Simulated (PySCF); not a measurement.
## Run times: zinc in def2-TZVP

Measured wall times of calculations with PySCF 2.14 in def2-TZVP, with no relativity, point nucleus, run from one Python driver. Hardware: 1 thread of Neoverse-N1 on a shared host, 1.3 GiB allowed. The two-electron integrals over 48 functions were computed once and kept in memory (0.21 CPU seconds with the set-up); the times below exclude them. Kohn-Sham runs start from converged Hartree-Fock orbitals.

Launch command (the driver calls PySCF for each step listed in the task file):

```bash
OMP_NUM_THREADS=1 python atomrun2.py TASK.json OUT
```

| species | step | iterations | wall time (s) |
| --- | --- | --- | --- |
| Zn⁺ [Ar] 3d10 4s1 | UHF | 3 | 0.23 |
| Zn⁺ [Ar] 3d10 4s1 | LDA | 6 | 0.42 |
| Zn⁺ [Ar] 3d10 4s1 | r2SCAN | 7 | 1.7 |
| Zn⁺ [Ar] 3d10 4s1 | MP2 (11 electrons) |  | 0.07 |
| Zn²⁺ [Ar] 3d10 | UHF | 1 | 0.21 |
| Zn²⁺ [Ar] 3d10 | LDA | 6 | 0.42 |
| Zn²⁺ [Ar] 3d10 | r2SCAN | 6 | 1.4 |
| Zn²⁺ [Ar] 3d10 | MP2 (10 electrons) |  | 0.07 |
| Zn²⁺ [Ar] 3d10 | CCSD(T) (10 electrons, 34 virtual orbitals) | 9 | 0.58 |

(1) Roughly how long does CCSD(T) (11 electrons, 34 virtual orbitals) take for Zn⁺ [Ar] 3d10 4s1 here?

Peak memory of the process: 0.28 GiB. Times on a shared host vary from run to run.

Results:

(1) About 3.1 s.
